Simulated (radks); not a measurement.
Ionisation of neutral terbium, [Xe] 4f9 6s2, to [Xe] 4f9 6s1 as the strength of local exchange is varied. Method: scalar-relativistic Kohn-Sham, Slater X-alpha exchange (alpha = 2/3 is LDA exchange), no correlation, spin-unpolarised, spherical densities, point nucleus; computed with a radial shooting solver on a logarithmic mesh with Libxc functionals.

| alpha | E(Tb) (hartree) | exchange (hartree) | IE (eV) | -e of the level emptied (eV) | <r> of it (bohr) |
|---|---|---|---|---|---|
| 0.602 | -11671.2270 | -217.6363 | 5.222 | 2.778 (6s) | 4.299 |
| 0.638 | -11684.3000 | -230.9347 | 5.381 | 2.920 (6s) | 4.258 |
| 0.663 | -11693.3880 | -240.1878 | 5.495 | 3.021 (6s) | 4.230 |
| 0.667 | -11694.8428 | -241.6697 | 5.514 | 3.038 (6s) | 4.225 |
| 0.723 | -11715.2305 | -262.4556 | 5.776 | 3.276 (6s) | 4.161 |
| 0.793 | -11740.7692 | -288.5423 | 6.117 | 3.587 (6s) | 4.081 |
| 0.884 | -11774.0589 | -322.6282 | 6.579 | 4.014 (6s) | 3.982 |

NIST Atomic Spectra Database: 5.864 eV (measured). The Delta-SCF value meets it near alpha = 0.74. Spin polarisation and multiplet splitting are left out, so open shells lie too high by an amount that depends on their filling. Spin-orbit splitting is averaged out at the scalar-relativistic level.

Beside tabulated values, note that spin-unpolarised runs miss the spin-polarisation part of the exchange energy of open shells.
